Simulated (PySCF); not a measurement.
**SMILES C[C@H]1[GeH2][CH2]C[C@@H]1F, C5H11FGe**

Geometry:
```csv
atom,x (Å),y (Å),z (Å)
C1,2.217,0.271,-0.332
C2,0.836,0.372,0.301
Ge3,-0.559,1.322,-0.757
C4,-1.922,-0.072,-0.381
C5,-1.302,-0.841,0.783
C6,0.193,-0.995,0.515
F7,0.791,-1.644,1.581
H8,2.873,-0.345,0.281
H9,2.151,-0.177,-1.323
H10,2.661,1.260,-0.431
H11,0.929,0.840,1.285
H12,-0.893,2.693,-0.231
H13,-0.214,1.487,-2.214
H14,-2.038,-0.729,-1.244
H15,-2.908,0.304,-0.120
H16,-1.764,-1.820,0.920
H17,-1.419,-0.278,1.713
H18,0.359,-1.642,-0.357
```

Theory: TDDFT B3LYP/def2-SVPD circular dichroism and optical rotation, one conformer, gas phase in PySCF 2.14.0. Geometry: GFN2-xTB.

The calculation is non-relativistic, which matters for the atoms heavier than Zn. States above about 7.7 eV (minus the energy of the highest occupied orbital) lie near or above the ionisation threshold and depend on the basis.

Stereocentres: C2 R, C6 S.

(1) Give the optical rotatory dispersion at 633, 589.3, 546, 436, 405, 365, 355 nm.

(2) And for the mirror image at 589.3 nm?

(3) What is the molar rotation [Φ] = [α]·M/100 of the geometry above at 589.3 nm?

Results:

(1) [α] in deg dm⁻¹ (g/mL)⁻¹:
```tsv
λ (nm)	origin-invariant length gauge	modified velocity gauge	length gauge (centre of mass)	isotropic polarisability (au)
633	+54.2	+54.1	+54.1	90.6
589.3	+63.8	+63.5	+63.6	90.9
546	+76.0	+75.7	+75.8	91.3
436	+131.1	+130.3	+130.8	93.1
405	+158.6	+157.6	+158.2	93.9
365	+210.4	+208.7	+210.0	95.3
355	+227.7	+225.8	+227.2	95.7
```

(2) -63.8 deg dm⁻¹ (g/mL)⁻¹ (origin-invariant length gauge): the same size and the opposite sign.

(3) With M = 162.77 g/mol, +103.8 deg cm² dmol⁻¹ (origin-invariant length gauge).

The first excitation lies at 6.96 eV (178 nm) with R = -2.5 × 10⁻⁴⁰ esu² cm² (velocity form).
